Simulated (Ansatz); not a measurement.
The cluster Be6S5. The state is a singlet with charge 0. Geometry r2SCAN-D4/def2-SVP, basis def2-TZVP, Ansatz.

| atom | x (Å) | y (Å) | z (Å) |
| --- | --- | --- | --- |
| Be1 | -1.4592 | -1.1383 | -0.2689 |
| Be2 | 1.0038 | -1.1926 | 1.4048 |
| Be3 | 1.5024 | 0.5644 | 2.3593 |
| Be4 | 0.2718 | 1.3587 | 0.5759 |
| Be5 | -0.9939 | 0.7584 | -1.4579 |
| Be6 | 0.4558 | -1.0103 | -1.5058 |
| S7 | 1.1657 | 2.3821 | 2.0716 |
| S8 | 0.2110 | -2.4069 | 0.0766 |
| S9 | -1.7757 | 0.7636 | 0.4529 |
| S10 | -1.4411 | -1.0326 | -2.3390 |
| S11 | 1.0594 | 0.9536 | -1.3695 |

```csv
run,HOMO (eV),LUMO (eV)
A,-7.02,-2.53
B,-6.87,-2.68
C,-5.84,-3.41
D,-6.05,-3.15
E,-6.59,-2.78
F,-6.48,-3.05
```

B3LYP takes the VWN-RPA correlation. HSE06 is defined as in plane-wave codes, on full-range PBE exchange. Another isomer (singlet) lies 1.30 eV lower at PBE0-D4/def2-TZVP; other spin states weren't run for this one.

The runs used B3LYP, HSE06, PBE, PBE0, r2SCAN, r2SCAN0. Estimate which is which.

A r2SCAN0 (25 % exact exchange); B PBE0 (25 % exact exchange); C PBE (0 % exact exchange); D r2SCAN (0 % exact exchange); E B3LYP (20 % exact exchange); F HSE06 (range-separated). Exact exchange lowers occupied and raises empty levels; among semilocal functionals meta-GGAs tend to open the gap a little, and such runs are hard to tell apart. The gap grows from 2.43 eV (PBE) to 4.49 eV (r2SCAN0).
